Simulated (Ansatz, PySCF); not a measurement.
C4H6ClF, SMILES Cl[C@H](CC=C)F. Atoms are numbered in the order given.

```xyz
12

C      3.0328     0.0343     0.4139
C      1.8965    -0.5730     0.0643
C      0.7041     0.1246    -0.5288
C     -0.5362    -0.0424     0.3339
F     -0.8397    -1.3656     0.4633
Cl    -1.9459     0.8110    -0.4009
H      3.8709    -0.5237     0.8398
H      3.1715     1.1124     0.2794
H      1.7890    -1.6532     0.2142
H      0.8984     1.2000    -0.6567
H      0.4625    -0.2916    -1.5223
H     -0.4099     0.3828     1.3405
```
Charge 0, spin multiplicity 1.

Coordinates come from a B3LYP-D3(BJ)/def2-SVP optimisation. The structure was generated by enumeration; whether it is a known compound was not checked. One conformer was computed; it need not be the lowest.

Two levels are set side by side: PBE-D3(BJ)/def2-SVP (Ansatz, a first-principles code) and B3LYP-D3(BJ)/def2-SVP (Ansatz). Each level has its own optimised geometry; the coordinates shown are those of the second. Frequencies come from the Hessian of PySCF at each geometry. Differences are taken from unrounded values.

```
quantity                            B3LYP-D3(BJ)
----------------------------------  ------------
mean bond length (Å)                       1.283
bond C1–C2 (Å)                             1.335
bond C2–C3 (Å)                             1.504
bond C3–C4 (Å)                             1.520
bond C4–F5 (Å)                             1.364
bond C4–Cl6 (Å)                            1.804
bond C1–H7 (Å)                             1.093
bond C1–H8 (Å)                             1.095
bond C2–H9 (Å)                             1.096
bond C3–H10 (Å)                            1.100
bond C3–H11 (Å)                            1.104
bond C4–H12 (Å)                            1.100
highest harmonic wavenumber (cm⁻¹)          3229
mean harmonic wavenumber (cm⁻¹)             1347
zero-point energy (kcal/mol)               57.77
```

Task: What does PBE-D3(BJ) give, and how far is it from B3LYP-D3(BJ)? (Estimate from the structure and the level; the computed values follow.)

Result: 
| quantity | PBE-D3(BJ) | PBE-D3(BJ) minus B3LYP-D3(BJ) |
|---|---|---|
| mean bond length (Å) | 1.290 | 0.007 |
| bond C1–C2 (Å) | 1.344 | 0.009 |
| bond C2–C3 (Å) | 1.504 | 0.001 |
| bond C3–C4 (Å) | 1.524 | 0.004 |
| bond C4–F5 (Å) | 1.370 | 0.006 |
| bond C4–Cl6 (Å) | 1.809 | 0.004 |
| bond C1–H7 (Å) | 1.101 | 0.008 |
| bond C1–H8 (Å) | 1.103 | 0.008 |
| bond C2–H9 (Å) | 1.104 | 0.008 |
| bond C3–H10 (Å) | 1.108 | 0.008 |
| bond C3–H11 (Å) | 1.112 | 0.008 |
| bond C4–H12 (Å) | 1.110 | 0.010 |
| highest harmonic wavenumber (cm⁻¹) | 3169 | -60 |
| mean harmonic wavenumber (cm⁻¹) | 1309 | -38 |
| zero-point energy (kcal/mol) | 56.13 | -1.64 |

GGA bonds tend to be longer and softer than those of functionals with exact exchange. Differences between two approximate levels are no errors against the true value.
